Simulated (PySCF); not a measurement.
F4Ti, charge -1, multiplicity 2. Atoms are numbered in the order given.

```xyz
5

Ti     0.0000     0.0000     0.0000
F      1.1878     1.1878    -0.8034
F      1.1878    -1.1878     0.8034
F     -1.1878    -1.1878    -0.8034
F     -1.1878     1.1878     0.8034
```
Charge -1, spin multiplicity 2.

The structure is a stationary point at PBE-D3(BJ)/def2-SVPD. The spin state was assumed, not searched.

Computed with PySCF with PBE/def2-SVPD.

Mulliken values depend strongly on the basis, most of all with diffuse functions as here. ESP charges are fitted to the potential on shells at 1.4 to 2.0 van der Waals radii. Atomic charges (e):

```csv
atom,ESP fit,meta-Löwdin,Mulliken spin
Ti1,[?],1.32,1.04
F2,[?],-0.58,-0.01
F3,[?],-0.58,-0.01
F4,[?],-0.58,-0.01
F5,[?],-0.58,-0.01
```

### Question
What belongs in the gaps? (The exact figures need the calculation; the answer reports its results.)

### Answer

- Ti1, ESP fit: 1.00
- F2, ESP fit: -0.50
- F3, ESP fit: -0.50
- F4, ESP fit: -0.50
- F5, ESP fit: -0.50
